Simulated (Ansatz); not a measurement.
Reaction (isomerisation): `O[CH2][SnH]([F])[Cl]` → `C[O][SnH]([F])[Cl]`

Program: Ansatz. Geometries: PBE0-D4/def2-TZVP. ΔE: electronic, gas phase. CBS: MP2 limit from def2 TZ/QZ plus the TZ coupled-cluster correction, frozen cores. def2 core potentials past Kr. For Sn outer-core shells are correlated without core-valence functions, which leaves a few kJ/mol of doubt a bond. Each species was taken in one conformer, which may not be the lowest.

```csv
level,ΔE (eV)
CCSD/def2-TZVPP,-0.47
MP2/CBS(def2),-0.51
```

(1) What does CCSD(T)/CBS give? (Estimate.)

Largest T1 diagnostic among the species: 0.014.

Answers

(1) Ansatz gave: -0.50 eV. The listed levels differ from it by 0.03, -0.01 eV.

In def2-TZVPP, CCSD(T) changes the Hartree–Fock value by +0.08 eV (the triples alone add −0.01 eV) and MP2 by +0.07 eV.
